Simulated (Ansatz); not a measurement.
The first iterations of a band of C₂H₄FSi (8 atoms, charge 1, multiplicity 1).

The calculation used RKS PBE-D4/STO-3G in Ansatz 0.2.0.

```yaml
movable_images: 7
climbing_image: yes
spring: 5.0 eV/Å²
optimiser: quadratic models (default)
start_path: through a guess of the saddle point
force_threshold: 0.03 eV/Å
iteration_limit: 60
end_points: relaxed
```

Image 0:

```xyz
8
Properties=species:S:1:pos:R:3
C -0.253 1.336 -0.234
C -0.399 -0.110 -0.049
Si 0.515 -1.570 0.489
F 0.941 -2.587 -0.720
H 0.607 1.849 0.255
H -1.222 1.872 -0.062
H -0.110 1.406 -1.362
H -0.079 -2.196 1.683
```

Image 8:

```xyz
8
Properties=species:S:1:pos:R:3
C -0.210 1.331 -0.291
C -0.087 0.043 0.397
Si 0.374 -1.678 0.115
F 1.730 -2.143 0.903
H 0.324 1.468 -1.259
H -0.029 2.182 0.418
H -1.329 1.395 -0.486
H -0.773 -2.598 0.203
```

| iteration | highest image above the first end (eV) | largest band force component (eV/Å) |
| --- | --- | --- |
| 1 | 3.657 | 16.833 |
| 2 | 0.869 | 7.526 |
| 3 | 0.322 | 2.940 |
| 4 | 0.202 | 1.579 |
| 5 | 0.138 | 0.575 |
| 6 | 0.136 | 0.901 |
| 7 | 0.076 | 0.397 |
| 8 | 0.157 | 0.425 |
| 9 | 0.140 | 0.120 |

Question: Does the band converge within its limit, and where does its top end?

Answer: It converged. It ended after 27 iterations with the highest image 0.136 eV above the first end. The profile has 3 maxima (images 3, 5, 7) with wells between them (images 4, 6): this band takes more than one step, which may be the mechanism or a detour left from its start path. A vibrational analysis at the climbing image gives one clearly imaginary mode, 230i cm⁻¹: a first-order saddle point. Limits of this set-up: minimal basis, the dipole of an ion depends on the origin.

The run took 3 min on 1 thread of Arm Neoverse V2 (shared host), peak memory 0.09 GiB.
